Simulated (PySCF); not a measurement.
## Worked example: entropy of an ideal gas

CHS2, SMILES S=C=[SH+], charge +1.

Geometry optimised at PBE-D3(BJ)/def2-TZVP. The isomer is the one that the SMILES or the coordinates give; other isomers of the formula were not compared.

PySCF 2.14.0 with PBE-D3(BJ)/def2-TZVP gives the harmonic wavenumbers 313, 365, 611, 891, 1544, 2500 cm⁻¹ and the rotational temperatures 13.2067, 0.1494, 0.1477 K. The molar mass is 77.14 g/mol, the symmetry number 1, the spin multiplicity 1.

Question: Work out the entropy at 298.15 K and 1 atm in the rigid-rotor, harmonic-oscillator model.

Answer: 
Translation (Sackur–Tetrode at 1 atm): S = R[1.5 ln M + 2.5 ln T − 1.16487] = 162.9 J/(mol K).
Rotation: q = (√π/σ) T^1.5/√(θA θB θC) = 16900, S = R[ln q + 3/2] = 93.4 J/(mol K).
Vibration: with u = 1.4388 ν/T, each mode gives R[u/(e^u − 1) − ln(1 − e^−u)]:
| ν (cm⁻¹) | modes | u | S (J/(mol K)) |
|---|---|---|---|
| 313 | 1 | 1.51 | 5.63 |
| 365 | 1 | 1.76 | 4.61 |
| 611 | 1 | 2.95 | 1.80 |
| 891 | 1 | 4.30 | 0.61 |
| 1544 | 1 | 7.45 | 0.04 |
The stiffer modes add less than 0.005 each. Sum 12.7 J/(mol K).
Spin: R ln 1 = 0.0 J/(mol K).
Total 269.0 J/(mol K); the program's own thermochemistry gives 269.0. Translation makes up 61 % and vibration 5 %. Anharmonicity, hindered rotation and orbital degeneracy are left out.
